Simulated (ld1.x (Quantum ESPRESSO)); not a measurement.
## What the settings do to the TM semilocal potential of selenium (Se)

Base potential:

ld1.x (Quantum ESPRESSO) 7.5 input, shortened:

```
&input
   title='Se', zed=34., rel=1, dft='PBE', iswitch=3,
   config='[Ar] 3d10 4s1.75 4p4.25'
 /
 &inputp
   pseudotype=1, tm=.true., lloc=1,
   nlcc=.true.
 /
3
4S  1  0   1.75   0.00  1.45  1.45  0.0
3D  3  2  10.00   0.00  0.90  0.90  0.0
3P  2  1   6.00   0.00  0.50  0.50  0.0
 &test
   configts(1)='3p6 3d10 4s1.75 4p4.25'
 /
```

Occupied shells without a wave of their own: 4p. They enter only through the test configuration that unscreens the potential, and ld1.x also counts them in the model core charge.

Cutoffs, loose and tight: the cutoffs (Ry, on a coarse ladder) from which the occupation-weighted sum of valence levels, in a spherical-Bessel basis at the reference potential, stays within 10 and 1 mRy of its value at 400 Ry. They do not see the model core or the augmentation charge, which bear on the density cutoff. Test errors are all-electron minus pseudo excitation energies from the reference, over the configurations 3p6 3d10 4s2 4p4; 3p6 3d10 4s2 4p3; 3p6 3d10 4s2 4p2; 3p5 3d10 4s2 4p4; 3p6 3d10 4s2 4p1; 3p6 3d10 4s1 4p4; 3p6 3d10 4s1 4p5. A dash means not determined; rows that change the core or the reference have their own tests.

With those shells counted twice in exchange and correlation these files are broken, and their errors move erratically; no question is asked of them.

A true bound ghost makes a file unfit for plane-wave use even where its test errors are small: the radial tests pick states by their node count and pass the ghost by.

Cutoffs are not given where the Bessel-basis levels miss the radial ones by over 6 mRy, ghosts where they miss by over 20 mRy; a channel whose overlap is not positive is not tested.

In the semilocal form every listed channel keeps its own potential, so the choice of the local channel does not act on these tests. It acts once the file is put into the separable form.

A semilocal file is local in each channel, so a ghost entry of none says nothing of the separable form that plane-wave codes build from it.

The default core radius of the base comes out at 0.26 bohr.

| change | outcome | cutoff, loose | cutoff, tight | bound ghosts | largest test error (meV) |
| --- | --- | --- | --- | --- | --- |
| base | generated | – | – | none | -1383 |
| local potential the d channel | generated | – | – | none | -1383 |
| wave 3p (bound): rc 0.50 bohr becomes 3p (bound): rc 0.36 bohr | generated, misses its reference levels by 0.18 eV | – | – | not determined | -2242 |
| core correction a·sin(br)/r model core inside 0.24 bohr | generated | – | – | none | -1383 |
| wave 3d (bound): rc 0.90 bohr becomes 3d (bound): rc 1.10 bohr | generated | over 300 Ry | over 300 Ry | none | -1387 |
| core [Ar] 3d10, valence charge 6; reference 4s2 4p1; waves now 4s (bound): rc 1.05 bohr; 4p (bound): rc 1.25 bohr; core correction none | generated | 160 Ry | 300 Ry | none | +264 |
| reference 3p6 3d10 4s2 4p4 | generated | – | – | none | -1306 |
| all radii but the core radius scaled by about 1.27 (s 1.84, p 0.64, d 1.14 bohr) | generated | 300 Ry | over 300 Ry | p (extra level of the local part) | -1391 |
